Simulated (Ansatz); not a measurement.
Species: C₂H₅F₃Si, charge 0, multiplicity 1. 
Geometry from a B3LYP-D3(BJ)/def2-TZVP (Ansatz, a program for electronic structure) optimisation:
```
C
H 1 1.0941
H 1 1.0941 2 106.00
C 1 1.5375 2 110.53 3 119.80
H 4 1.0905 1 110.76 2 -58.52
H 4 1.0908 5 107.76 1 122.01
H 4 1.0908 5 107.76 6 115.98
Si 1 1.8389 2 107.77 3 -115.17
F 8 1.5853 1 111.97 2 57.00
F 8 1.5863 9 107.15 1 -122.85
F 8 1.5863 9 107.15 10 -114.30
```
Charge 0, spin multiplicity 1.

Wanted: atomisation energy (electronic, to ground-state atoms), in kcal/mol. Valence correlation only, unless marked. UHF or UKS for open shells. No spin-orbit coupling. Non-relativistic. The coupled-cluster limit lacks core correlation, which all-electron functionals hold. Basis-set limits of correlation are two-point, X^-3; Hartree-Fock from the larger set.

```tsv
level	program	atomisation energy (kcal/mol)
LC-wPBE-D3(BJ)/def2-TZVPD	Ansatz + dftd3	1109.3
MP2/STO-3G	Ansatz	960.7
```

Problem. Predict the CCSD(T)/CBS(cc-pV(T+d)Z,cc-pV(Q+d)Z) result (Ansatz).

Solution. 1113.0 kcal/mol, so MP2/STO-3G differs from it by -152.3 kcal/mol.
